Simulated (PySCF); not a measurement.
# How methods differ on the excitation energy of Si

Si [Ne] 3s2 3p2 (3P) → Si [Ne] 3s1 3p2 4s1 (5P), as a difference of total energies. All numbers are calculated (PySCF 2.14, the spin-free X2C one-electron Hamiltonian (Gaussian nucleus), in aug-cc-pVQZ-DK (7s6p4d3f2g, 84 functions)). Correlated levels: valence: [Ne] frozen. The calculations carry no spin-orbit coupling.

```
           method  excitation energy (eV)
              UHF                   8.532
              LDA                  10.118
              PBE                  10.035
             PBE0                   9.965
           r2SCAN                   9.743
          wB97X-V                  10.236
             TPSS                  10.121
        CAM-B3LYP                  10.431
           revPBE                   9.977
    MP2 (valence)                   9.727
SCS-MP2 (valence)                  10.105
```

**Question.** How much does correlation contribute at MP2 (valence)?

**Answer.** 9.727 − (8.532) = 1.195 eV, measured against UHF.

The upper state lies above the first ionisation limit, but in LS coupling its spin forbids autoionisation to the ground ion. A Rydberg-like electron needs more diffuse functions than a valence basis has.

The promoted electron is Rydberg-like, and one or two diffuse shells describe it only roughly, which tends to raise the upper state.
